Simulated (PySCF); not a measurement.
Se(Et)(SeH) (C₂H₆Se₂), SMILES CC[Se][SeH].

The structure is a stationary point at B3LYP-D3(BJ)/def2-SVP. One conformer was computed; it need not be the lowest.

Vertical ionisation energy (IE) and electron affinity (EA) in eV. Rows of orbital energies are one-electron estimates. Where ΔSCF, EOM or ADC give a negative EA the extra electron is unbound and the value depends on the basis.

```tsv
level	IE	EA
−ε(HOMO), −ε(LUMO), ωB97X/def2-TZVP (PySCF)	8.94	-0.63
−ε(HOMO), −ε(LUMO), PBE/def2-TZVP (PySCF)	?	?
```

Task: Fill in the missing entries. (Estimate from the structure and the level; the computed values follow.)

Result: 
- −ε(HOMO), −ε(LUMO), PBE/def2-TZVP (PySCF), IE: 5.51
- −ε(HOMO), −ε(LUMO), PBE/def2-TZVP (PySCF), EA: 2.31
